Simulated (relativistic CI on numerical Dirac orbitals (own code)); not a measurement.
# Hyperfine structure of Zn16+, mass number 67

Calculated at this level of theory: Dirac-Coulomb-Breit CI, separate exchange-only KLI orbitals for each configuration, a model potential for QED, unscaled Slater integrals (own radial code, finite nucleus).

CI space (outside the closed core [Ne]): 3s²3p², 3s3p³, 3s²3p3d, 3p⁴, 3s3p²3d, 3p³3d, 3s3p3d², 3s²3p4s, 3s²3d4p, 3p³4s, 3s²3p4p, 3p³4p, 3s3p3d4s, 3s²3d², 3s3d³, 3p²3d², 3p3d³, 3p3d²4s, 3p3d²4p, 3s²3d4s, 3s3d²4s. Double excitations out of closed p, d and f shells are left out; levels of such configurations are missing from the list, as are those of other unlisted configurations, and high levels can miss mixing partners.

Nuclear spin I = 5/2, μ = 0.87485 μN, Q = 0.122 b (tables of Stone and Pyykkö). The electronic factors are computed for point nuclear moments, without core polarisation or the Bohr-Weisskopf and QED corrections.

| Level | E (cm⁻¹) | A (MHz) | B (MHz) |
| --- | --- | --- | --- |
| 3s²3p² ³P1 | 22552 | -80.67 | 906 |
| 3s²3p² ³P2 | 39002 | 4830 | -833 |
| 3s²3p² ¹D2 | 84485 | 4078 | 2630 |
| 3s3p³ ⁵S°2 | 294651 | 13240 | 25.4 |
| 3s3p³ ³D°1 | 387482 | -7104 | 963 |
| 3s3p³ ³D°2 | 388151 | 7986 | 1750 |
| 3s3p³ ³D°3 | 396472 | 11870 | -201 |
| 3s3p³ ³P°1 | 448395 | 15680 | -1040 |

Levels with J = 0, under 50 % of one LS term, or S terms without an open s electron are left out. Small factors come from cancelling terms and can be off by tens of per cent or more.

At this charge energies of transitions that change n are usually good to better than 1 %, and those within a shell (Δn = 0) to a few per cent.

Question: Give the hyperfine levels of 3s²3p² ³P2 relative to its centre of gravity.

Answer: With K = F(F + 1) − I(I + 1) − J(J + 1), E = AK/2 + B[¾K(K + 1) − I(I + 1)J(J + 1)]/[2I(2I − 1)J(2J − 1)]: F = 1/2: -34390, F = 3/2: -26770, F = 5/2: -14280, F = 7/2: 2769, F = 9/2: 23940 MHz.

LS names give the leading component of a level, which can be under half, so a name can repeat, a term be missing and a line seem to break the LS rules.
